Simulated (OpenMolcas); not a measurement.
## 4d ions of charge +3 along the row

```yaml
Program: OpenMolcas 26.06
Method: SS-CASPT2, IPEA 0.25 Eh, imaginary shift 0.1 Eh
Basis: ANO-R3
Scalar_Hamiltonian: X2C, finite nucleus
Spin-orbit_coupling: state interaction with AMFI integrals over the reference wave functions, term energies averaged over their components
```

Active space: the 4d shell; CASPT2 also correlates the outermost closed s and p core shells.

B and C come from two terms' centres of gravity (d2, d8: 3P = 15B, 1G = 12B + 2C; d3, d7: 4P = 15B, 2G = 4B + 3C; d4, d6: 3G = 9B + 4C, 3H = 4B + 4C; d5: 4D = 17B + 5C, 4G = 10B + 5C, above the ground term), where all their levels are at least 80 % pure. ζ = ±2S·A comes from the whole width of the ground multiplet by E(J) = (A/2) J(J+1), where its levels are at least 85 % pure. Energies in cm-1.

```csv
Ion,Configuration,Lowest level,Weight (%),B,B measured,C,C measured,ζ,ζ measured
Nb3+,4d²,³F₂,98,651,,2392,,661,
Mo3+,4d³,⁴F_3/2,99,651,619,2577,2606,789,818
Tc3+,4d⁴,⁵D₀,98,,,,,1029,
Ru3+,4d⁵,⁶S_5/2,99,,,,,,
Rh3+,4d⁶,⁵D₄,98,,,,,1329,
Pd3+,4d⁷,⁴F_9/2,97,,,,,1580,
Ag3+,4d⁸,³F₄,99,,,,,,
```

Measured columns use the levels in Sugar and Musgrove, J. Phys. Chem. Ref. Data 17, 155 (1988) (Mo3+).

The computed ζ goes from 661 (Nb3+) to 1580 cm-1 (Pd3+), a factor of 2.39, rising at every step.

CASPT2 breaks the degeneracy within a term, and the mean is taken; among the low terms the widest spread is 770 cm-1 (4d⁷ ²H, Pd3+). The CASPT2 spread within a term exceeds the gap to the next term for 4d³ ²P and 4d³ ²H, so the order of their levels is uncertain (figures for Mo3+; the like holds for Tc3+, Pd3+). Computed and measured levels are paired by configuration, term and J; levels that our copy of the source lacks, or whose pairing is in doubt (as where it misses far off the trend of its configuration), stay unpaired and out of the deviations. Only configurations of the active space appear.
